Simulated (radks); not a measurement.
Os3+, 73 electrons, occupied as [Kr] 4d10 4f14 5s2 5p5 5d5 6s1 (not the ground configuration). Method: scalar-relativistic Kohn-Sham, PBE, spin-polarised, spherical densities, finite nucleus; open shells are filled with parallel spins first (spin-orbit coupling, left out, can overturn this in heavy ions); Fermi nuclear charge, rms radius 5.4126 fm; computed with a radial shooting solver on a logarithmic mesh with Libxc functionals.

X-ray form factor f0, the Fourier transform of the density (f0(0) = 73):

| sin(theta)/lambda (1/angstrom) | f0 (electrons) |
|---|---|
| 0.05 | 72.275 |
| 0.1 | 70.257 |
| 0.15 | 67.329 |
| 0.2 | 63.925 |
| 0.25 | 60.387 |
| 0.3 | 56.926 |
| 0.4 | 50.574 |
| 0.5 | 45.079 |
| 0.6 | 40.344 |
| 0.8 | 32.629 |
| 1 | 26.702 |
| 1.25 | 21.398 |
| 1.5 | 17.984 |
| 2 | 14.174 |
